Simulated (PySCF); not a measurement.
Several molecules and their computed UV-vis stick spectra, shuffled. The calculation used TDDFT PBE0/def2-SVPD, vertical, gas phase, core orbitals frozen in the response (PySCF 2.14.0, density-fitted response routines). Geometries: GFN2-xTB; one conformer of each isolated species. Triplets are in the Tamm–Dancoff approximation.

A. `Clc1noc2ccccc12`
B. `O=C[C@@H](F)OC(F)F`
C. `[C@H]1(F)[C@H](F)OC(O1)F`
D. `Cc1nc(Cl)nnc1C#N`

Lowest singlet levels (six at most, fewer where fewer were computed) with oscillator strengths:

1. 298 nm (f 0.000); 174 nm (f 0.011); 162 nm (f 0.008); 152 nm (f 0.014); 150 nm (f 0.022); 144 nm (f 0.006); T1 3.46 eV
2. 418 nm (f 0.002); 354 nm (f 0.002); 251 nm (f 0.157); 236 nm (f 0.000); 226 nm (f 0.289); 218 nm (f 0.000); T1 2.27 eV
3. 131 nm (f 0.010); 131 nm (f 0.042); 126 nm (f 0.017); 125 nm (f 0.008); 125 nm (f 0.005); 123 nm (f 0.048); T1 9.00 eV
4. 249 nm (f 0.065); 230 nm (f 0.095); 208 nm (f 0.003); 200 nm (f 0.121); 190 nm (f 0.376); 185 nm (f 0.124); T1 3.57 eV

Task: Which spectrum belongs to which structure?

Result: 1 = B, 2 = D, 3 = C, 4 = A.
- A: S1 at 4.97 eV, HOMO→LUMO (63%), HOMO-1→LUMO (23%); Löwdin shares by element: HOMO carbon 43% or more, oxygen 15% (atoms not listed hold the other 42%); LUMO carbon 41% or more, nitrogen 19% (atoms not listed hold the other 40%); HOMO -7.47 and LUMO -1.65 eV; point group Cs.
- B: S1 at 4.16 eV, HOMO→LUMO (99%); S1 has the pattern of n→π* at C=O; HOMO -8.55 and LUMO -1.98 eV.
- C: S1 at 9.43 eV, HOMO→LUMO+1 (59%), HOMO→LUMO (27%); Löwdin shares by element: HOMO oxygen 49%, carbon 10% or more, fluorine 9% or more (atoms not listed hold the other 33%); LUMO carbon 30% or more, oxygen 14% or more, hydrogen 11% or more (atoms not listed hold the other 45%); HOMO -9.96 and LUMO 0.69 eV.
- D: S1 at 2.96 eV, HOMO→LUMO (97%); Löwdin shares by element: HOMO nitrogen 77% or more, carbon 8% or more (atoms not listed hold the other 15%); LUMO nitrogen 41% or more, carbon 27% or more (atoms not listed hold the other 31%); HOMO -7.76 and LUMO -3.07 eV; point group Cs, 2 of its 6 listed states under f = 0.0005.
